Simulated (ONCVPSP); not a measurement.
**S (Z = 16), ONCV: configuration errors across variants**

ONCVPSP 4.0.1 input, shortened (lines: element, Z, core and valence counts, functional; n l f; lmax; l rc ep ncon nbas qcut; lloc lpopt rc5 dvloc0; l nproj debl; icmod fcfact rcfact), LDA (Perdew-Wang 92), non-relativistic:

```
  S 16.00    3    2  -001012      upf
    1    0    2.00
    2    0    2.00
    2    1    6.00
    3    0    2.00
    3    1    4.00
    1
    0    1.40    0.00    3    7    3.70
    1    1.70    0.00    3    6    5.10
    4    5    1.30    3.00
    0    2    3.90
    1    2    1.20
    2    0.70    0.95
```

All-electron excitation energies from the reference (eV): (1) 3s2 3p3 11.872; (2) 3s2 3p2 34.254; (3) 3s2 3p1 68.417; (4) 3s0 3p6 20.345.

A true bound ghost makes a file unfit for plane-wave use even where its test errors are small: the radial tests pick states by their node count and pass the ghost by.

Errors AE − PS in meV (a dash: test not solved or not reliable):

| change | (1) | (2) | (3) | (4) | bound ghosts | GHOST(+) flags above zero |
| --- | --- | --- | --- | --- | --- | --- |
| base | +2.6 | +18 | +69 | -7.3 | none | none |
| s: rc 0.96; local potential polynomial inside 0.96 bohr (lpopt 5, dvloc0 3 Ha) | +2.0 | +14 | +52 | -7.9 | s | none |
| s: rc 1.08; local potential polynomial inside 1.08 bohr (lpopt 5, dvloc0 3 Ha) | +2.1 | +15 | +54 | -2.3 | none | s |
| s: rc 1.24; local potential polynomial inside 1.24 bohr (lpopt 5, dvloc0 3 Ha) | +2.2 | +16 | +58 | +5.1 | none | s |
| s: rc 1.36 | +2.5 | +17 | +66 | -2.5 | none | none |
| s: rc 1.62 | +3.6 | +26 | +96 | -48 | none | s |
| s: rc 1.78 | +4.7 | +33 | +121 | -90 | none | none |
| s: rc 1.88 | +5.5 | +38 | +138 | -121 | none | none |
| s: rc 2.02 | +6.6 | +44 | +161 | -164 | none | s |

Task: Give the same row for: s: rc 1.48.

Result: +2.9, +21, +77, -19; bound ghosts: none; GHOST(+) flags above zero: s.
